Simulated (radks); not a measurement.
The numbers below are computed, except where a source is named.
Species: S4+. Configuration: [Ne] 3s2. Level of theory: scalar-relativistic Kohn-Sham, LDA (Slater exchange, Perdew-Wang correlation), spin-polarised, spherical densities, finite nucleus; Fermi nuclear charge, rms radius 3.2611 fm (a radial shooting solver on a logarithmic mesh with Libxc functionals).

Normalised radial functions P(r) = r R(r), r in bohr:

```
   r/bohr * 2s, o 2p (the largest magnitude, 1.5, reaches the edge; | marks zero, & curves that meet)
 0.008923                             o    *
  0.01125                             o     *
  0.01419                             o      *
   0.0179                             |o      *
  0.02257                             |o        *
  0.02846                             | o        *
   0.0359                             | o         *
  0.04527                             |  o         *
  0.05709                             |    o       *
  0.07258                             |      o   *
  0.09153                             |       * o
   0.1154                             |   *        o
   0.1456                          *  |                o
   0.1836                   *         |                    o
   0.2315           *                 |                       o
    0.292     *                       |                         o
   0.3682  *                          |                         o
   0.4643   *                         |                      o
   0.5856        *                    |                  o
   0.7385              *              |            o
   0.9314                     *       |       o
    1.184                         *   |   o
    1.493                            *|o
    1.883                             &
    2.375                             &
    2.995                             &
    3.777                             &
    4.763                             &
```

2s: eigenvalue -270.17 eV, 1 radial node at r = 0.132 bohr, <r> = 0.479 bohr, 90 % of the charge inside 0.750 bohr. 2p: eigenvalue -216.18 eV, 0 radial nodes, <r> = 0.440 bohr, 90 % of the charge inside 0.733 bohr.
